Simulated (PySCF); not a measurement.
Calculation: PBE0-D3(BJ)/def2-TZVP (PySCF). Isolated molecules, 0 K electronic values unless said otherwise. One relaxed conformer stands for a flexible species; it need not be the lowest. Delta-SCF ions had no search for a lower state. Excitations are Tamm–Dancoff values on a coarser integration grid. The basis has no diffuse functions, so Rydberg states are missing or too high.

Reference species (SMILES): `[SH][Ge]([SH])([SH])[Cl]` (neutral, multiplicity 1).

```yaml
LUMO: -1.56 eV
T1 excitation (TDA): 4.43 eV
S1 excitation (TDA): 4.89 eV
vertical ionisation energy (Delta-SCF): 9.58 eV
```

After one change: the LUMO falls by 0.20 eV; the T1 excitation (TDA) increases by 0.14 eV; the S1 excitation (TDA) rises by 0.13 eV; the vertical ionisation energy (Delta-SCF) goes up by 0.42 eV.

### Question
Which change was made? The new species is one of these.
A. `[SH][Ge]([SH])([SH])[SH]`
B. `[SH][Ge]([SH])([Cl])[Cl]` (H–S–Ge–Cl torsion -83°, Cl–Ge–S–H torsion -178°)
C. `[SH][Ge]([Cl])([Cl])[Cl]`

### Answer
B, `[SH][Ge]([SH])([Cl])[Cl]` (H–S–Ge–Cl torsion -83°, Cl–Ge–S–H torsion -178°)
